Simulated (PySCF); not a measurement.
Cl2H2Si.

```xyz
5

Si     0.0000     0.0000     0.7664
Cl     1.6824     0.0000    -0.4085
Cl    -1.6824     0.0000    -0.4085
H      0.0000    -1.2244     1.5799
H      0.0000     1.2244     1.5799
```
Charge 0, spin multiplicity 1.

Coordinates come from a B3LYP-D3(BJ)/def2-TZVP optimisation. The isomer is the one that the SMILES or the coordinates give; other isomers of the formula were not compared.

Computed with PBE0/pcSseg-2 run with PySCF. Non-relativistic, no solvent.

Computed absolute GIAO shielding of each atom: isotropic value and principal components (ppm):
| atom | σ(iso) | σ11 | σ22 | σ33 | span |
|---|---|---|---|---|---|
| Si1 | 342.4 | 298.3 | 360.6 | 368.2 | 69.8 |
| Cl2 | 896.2 | 753.3 | 919.1 | 1016.2 | 262.9 |
| Cl3 | 896.2 | 753.3 | 919.1 | 1016.2 | 262.9 |
| H4 | 25.6 | 21.2 | 24.3 | 31.3 | 10.1 |
| H5 | 25.6 | 21.2 | 24.3 | 31.3 | 10.1 |
